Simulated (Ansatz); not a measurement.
Mulliken charges of CH3ClO2W (`[CH3][W](=[O])(=[O])[Cl]`) from PBE/def2-TZVPP in Ansatz (PBE0-D4/def2-TZVP geometry).

```tsv
atom	x (Å)	y (Å)	z (Å)	charge (e)
C1	-0.958	-0.285	0.511	-0.452
W2	0.851	0.169	-0.452	0.918
O3	2.046	-0.580	0.493	-0.318
O4	0.763	-0.636	-1.943	-0.317
Cl5	1.136	2.410	-0.654	-0.213
H6	-0.954	0.162	1.510	0.125
H7	-1.096	-1.364	0.610	0.132
H8	-1.788	0.124	-0.074	0.125
```

Problem. By hand: the dipole of these point charges (1 e Å = 4.8032 D).

Solution. Σ q r = (-0.408, 0.012, 0.213) e Å, of length 0.460 e Å = 2.21 D.

Problem. How does the dipole of the full density compare? (Estimate.)

Solution. Ansatz gave: (-0.473, 0.223, 0.244) e Å, 2.77 D; the point charges give 0.80 times that, at 21° from its direction.

Point charges leave out the atoms' own dipoles, such as those of lone pairs, and Mulliken's split depends on the basis, so the two needn't agree.
